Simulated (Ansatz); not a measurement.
Stepwise reaction of `N#[C][Al]([Cl])[Cl]` with hydrogen, as a gas-phase model of exchange steps in deposition or etching. ΔE in kJ/mol; ΔG adds harmonic PBE0-D4 terms to CCSD(T)/CBS, at 1 bar.

Gas-phase electronic energies from Ansatz, PBE0-D4/def2-TZVP geometries. CBS: MP2 limit from def2 TZ/QZ plus the TZ coupled-cluster correction, frozen cores. This one scheme is used for every species. DFT in def2-TZVPP. B3LYP here is the variant with VWN-RPA as its local correlation; programs differ in this.

```csv
step,reaction,PBE-D4,B3LYP-D4,ωB97M-V,CCSD(T)/CBS,ΔG(400 K)
1,`N#[C][Al]([Cl])[Cl]` + H₂ → `N#[C][AlH][Cl]` + HCl,133.6,134.8,134.4,136.9,127.8
2,`N#[C][AlH][Cl]` + H₂ → `N#[C][AlH2]` + HCl,141.7,142.6,143.0,144.8,140.4
```

Q: By hand: ΔE of the 2 steps together at CCSD(T)/CBS.

A: (136.9) + (144.8) = 281.7 kJ/mol, or 140.9 kJ/mol a step.

In ΔE each step is higher than the one before. All are uphill at CCSD(T)/CBS. ΔG lies between 127.8 and 140.4 kJ/mol a step. PBE-D4 differs from CCSD(T)/CBS by -3.3 to -3.1 kJ/mol a step. Isolated molecules leave out the surface, adducts and barriers. Largest T1 diagnostic: 0.013.
